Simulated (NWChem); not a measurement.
GaNH₄O; SMILES [NH2][GaH][OH]

Computed with NWChem. Pople sets run with spherical d functions. B3LYP is NWChem's, with the RPA form of VWN correlation. Each level has its own optimisation; frequencies are unscaled. One conformer.

```json
[
 {"level": "Hartree-Fock/3-21G", "r Ga–H (Å)": "1.566", "r Ga–O (Å)": "1.728", "r Ga–N (Å)": "1.788", "r H–O (Å)": "0.955", "highest harmonic frequency (cm⁻¹)": "4031", "lowest (cm⁻¹)": "238", "zero-point energy (kcal/mol)": "30.1", "dipole (D)": "2.47"},
 {"level": "B3LYP/3-21G", "r Ga–H (Å)": "1.548", "r Ga–O (Å)": "1.742", "r Ga–N (Å)": "1.780", "r H–O (Å)": "0.984", "highest harmonic frequency (cm⁻¹)": "3606", "lowest (cm⁻¹)": "229", "zero-point energy (kcal/mol)": "28.4", "dipole (D)": "2.93"},
 {"level": "Hartree-Fock/6-31G*", "r Ga–H (Å)": "1.563", "r Ga–O (Å)": "1.785", "r Ga–N (Å)": "1.822", "r H–O (Å)": "0.947", "highest harmonic frequency (cm⁻¹)": "4124", "lowest (cm⁻¹)": "205", "zero-point energy (kcal/mol)": "30.1", "dipole (D)": "2.51"},
 {"level": "PBE0/def2-SVP", "r Ga–H (Å)": "1.550", "r Ga–O (Å)": "1.787", "r Ga–N (Å)": "1.811", "r H–O (Å)": "0.962", "highest harmonic frequency (cm⁻¹)": "3924", "lowest (cm⁻¹)": "190", "zero-point energy (kcal/mol)": "28.6", "dipole (D)": "2.59"}
]
```
